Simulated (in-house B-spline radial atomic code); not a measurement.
Orbital energies and mean radii along the 17-electron series, configuration 1s2 2s2 2p6 3s2 3p1/2(2) 3p3/2(3). The effective charge is n√(-2ε), a non-relativistic measure. Computed with a radial B-spline atomic code at the basis-set limit: Dirac-Hartree-Fock, jj configuration that fills j = l - 1/2 first, finite nuclei.

```json
{"ion": "Cl", "Z": "17", "energy of 2p3/2 (Eh)": "-8.0491", "mean radius of 2p3/2 (bohr)": "0.40585", "energy of 3p3/2 (Eh)": "-0.50722", "mean radius of 3p3/2 (bohr)": "1.8426", "energy of 2p1/2 (Eh)": "-8.1222", "mean radius of 2p1/2 (bohr)": "0.40299", "energy of 3s1/2 (Eh)": "-1.0794", "mean radius of 3s1/2 (bohr)": "1.5499", "effective charge of 2p3/2": "8.0245"}
{"ion": "Ar+", "Z": "18", "energy of 2p3/2 (Eh)": "-10.055", "mean radius of 2p3/2 (bohr)": "0.3757", "energy of 3p3/2 (Eh)": "-1.0459", "mean radius of 3p3/2 (bohr)": "1.559", "energy of 2p1/2 (Eh)": "-10.151", "mean radius of 2p1/2 (bohr)": "0.37272", "energy of 3s1/2 (Eh)": "-1.7208", "mean radius of 3s1/2 (bohr)": "1.3759", "effective charge of 2p3/2": "8.9688"}
{"ion": "K2+", "Z": "19", "energy of 2p3/2 (Eh)": "?", "mean radius of 2p3/2 (bohr)": "?", "energy of 3p3/2 (Eh)": "?", "mean radius of 3p3/2 (bohr)": "?", "energy of 2p1/2 (Eh)": "?", "mean radius of 2p1/2 (bohr)": "?", "energy of 3s1/2 (Eh)": "?", "mean radius of 3s1/2 (bohr)": "?", "effective charge of 2p3/2": "?"}
{"ion": "Ca3+", "Z": "20", "energy of 2p3/2 (Eh)": "?", "mean radius of 2p3/2 (bohr)": "?", "energy of 3p3/2 (Eh)": "?", "mean radius of 3p3/2 (bohr)": "?", "energy of 2p1/2 (Eh)": "?", "mean radius of 2p1/2 (bohr)": "?", "energy of 3s1/2 (Eh)": "?", "mean radius of 3s1/2 (bohr)": "?", "effective charge of 2p3/2": "?"}
{"ion": "Sc4+", "Z": "21", "energy of 2p3/2 (Eh)": "-17.684", "mean radius of 2p3/2 (bohr)": "0.30705", "energy of 3p3/2 (Eh)": "-3.4042", "mean radius of 3p3/2 (bohr)": "1.0962", "energy of 2p1/2 (Eh)": "-17.877", "mean radius of 2p1/2 (bohr)": "0.30388", "energy of 3s1/2 (Eh)": "-4.3996", "mean radius of 3s1/2 (bohr)": "1.0337", "effective charge of 2p3/2": "11.894"}
{"ion": "Ti5+", "Z": "22", "energy of 2p3/2 (Eh)": "?", "mean radius of 2p3/2 (bohr)": "?", "energy of 3p3/2 (Eh)": "?", "mean radius of 3p3/2 (bohr)": "?", "energy of 2p1/2 (Eh)": "?", "mean radius of 2p1/2 (bohr)": "?", "energy of 3s1/2 (Eh)": "?", "mean radius of 3s1/2 (bohr)": "?", "effective charge of 2p3/2": "?"}
{"ion": "V6+", "Z": "23", "energy of 2p3/2 (Eh)": "-24.066", "mean radius of 2p3/2 (bohr)": "0.2736", "energy of 3p3/2 (Eh)": "-5.5639", "mean radius of 3p3/2 (bohr)": "0.9224", "energy of 2p1/2 (Eh)": "-24.355", "mean radius of 2p1/2 (bohr)": "0.27033", "energy of 3s1/2 (Eh)": "-6.7813", "mean radius of 3s1/2 (bohr)": "0.88889", "effective charge of 2p3/2": "13.876"}
{"ion": "Cr7+", "Z": "24", "energy of 2p3/2 (Eh)": "-27.64", "mean radius of 2p3/2 (bohr)": "0.25944", "energy of 3p3/2 (Eh)": "-6.816", "mean radius of 3p3/2 (bohr)": "0.85558", "energy of 2p1/2 (Eh)": "-27.989", "mean radius of 2p1/2 (bohr)": "0.25612", "energy of 3s1/2 (Eh)": "-8.1474", "mean radius of 3s1/2 (bohr)": "0.83107", "effective charge of 2p3/2": "14.87"}
{"ion": "Mn8+", "Z": "25", "energy of 2p3/2 (Eh)": "-31.468", "mean radius of 2p3/2 (bohr)": "0.24666", "energy of 3p3/2 (Eh)": "-8.182", "mean radius of 3p3/2 (bohr)": "0.79815", "energy of 2p1/2 (Eh)": "-31.885", "mean radius of 2p1/2 (bohr)": "0.24329", "energy of 3s1/2 (Eh)": "-9.6298", "mean radius of 3s1/2 (bohr)": "0.78044", "effective charge of 2p3/2": "15.866"}
{"ion": "Fe9+", "Z": "26", "energy of 2p3/2 (Eh)": "-35.548", "mean radius of 2p3/2 (bohr)": "0.23506", "energy of 3p3/2 (Eh)": "-9.6617", "mean radius of 3p3/2 (bohr)": "0.74819", "energy of 2p1/2 (Eh)": "-36.045", "mean radius of 2p1/2 (bohr)": "0.23164", "energy of 3s1/2 (Eh)": "-11.228", "mean radius of 3s1/2 (bohr)": "0.73571", "effective charge of 2p3/2": "16.864"}
{"ion": "Co10+", "Z": "27", "energy of 2p3/2 (Eh)": "-39.882", "mean radius of 2p3/2 (bohr)": "0.2245", "energy of 3p3/2 (Eh)": "-11.255", "mean radius of 3p3/2 (bohr)": "0.7043", "energy of 2p1/2 (Eh)": "-40.468", "mean radius of 2p1/2 (bohr)": "0.22102", "energy of 3s1/2 (Eh)": "-12.943", "mean radius of 3s1/2 (bohr)": "0.69587", "effective charge of 2p3/2": "17.862"}
{"ion": "Ni11+", "Z": "28", "energy of 2p3/2 (Eh)": "-44.468", "mean radius of 2p3/2 (bohr)": "0.21483", "energy of 3p3/2 (Eh)": "-12.961", "mean radius of 3p3/2 (bohr)": "0.66539", "energy of 2p1/2 (Eh)": "-45.155", "mean radius of 2p1/2 (bohr)": "0.2113", "energy of 3s1/2 (Eh)": "-14.774", "mean radius of 3s1/2 (bohr)": "0.66016", "effective charge of 2p3/2": "18.861"}
```

Problem. Fill in the row of K2+.

Solution. energy of 2p3/2 (Eh): -12.334; mean radius of 2p3/2 (bohr): 0.34968; energy of 3p3/2 (Eh): -1.7116; mean radius of 3p3/2 (bohr): 1.3614; energy of 2p1/2 (Eh): -12.457; mean radius of 2p1/2 (bohr): 0.34663; energy of 3s1/2 (Eh): -2.4917; mean radius of 3s1/2 (bohr): 1.238; effective charge of 2p3/2: 9.9335.

Problem. Fill in the row of Ca3+.

Solution. energy of 2p3/2 (Eh): -14.879; mean radius of 2p3/2 (bohr): 0.327; energy of 3p3/2 (Eh): -2.4987; mean radius of 3p3/2 (bohr): 1.213; energy of 2p1/2 (Eh): -15.034; mean radius of 2p1/2 (bohr): 0.32388; energy of 3s1/2 (Eh): -3.3857; mean radius of 3s1/2 (bohr): 1.1262; effective charge of 2p3/2: 10.91.

Problem. Fill in the row of Ti5+.

Solution. energy of 2p3/2 (Eh): -20.747; mean radius of 2p3/2 (bohr): 0.28937; energy of 3p3/2 (Eh): -4.4264; mean radius of 3p3/2 (bohr): 1.0013; energy of 2p1/2 (Eh): -20.984; mean radius of 2p1/2 (bohr): 0.28615; energy of 3s1/2 (Eh): -5.5319; mean radius of 3s1/2 (bohr): 0.95565; effective charge of 2p3/2: 12.883.

Problem. How does the screening of 2p3/2 change?

Solution. Z less the effective charge goes from 8.98 at Z = 17 to 9.14 at Z = 28.
